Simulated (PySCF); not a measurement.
A structure optimised at B3LYP-D3(BJ)/def2-SVP, used in a PySCF frequency run:

```xyz
7

Se     0.5957    -0.7767     0.8896
I     -0.9854     0.9037    -0.2689
O      1.9856    -0.8403    -0.2490
C      1.7977    -1.5788    -1.4488
H      1.0757    -1.0741    -2.1149
H      2.7795    -1.6114    -1.9449
H      1.4475    -2.6067    -1.2530
```
Charge 0, spin multiplicity 1.

**Question.** Write its SMILES and formula.

**Answer.** CO[Se]I, CH3IOSe

**Question.** What are its rotational constants (standard atomic weights)?

**Answer.** 4.5243, 1.0774, 0.89684 GHz
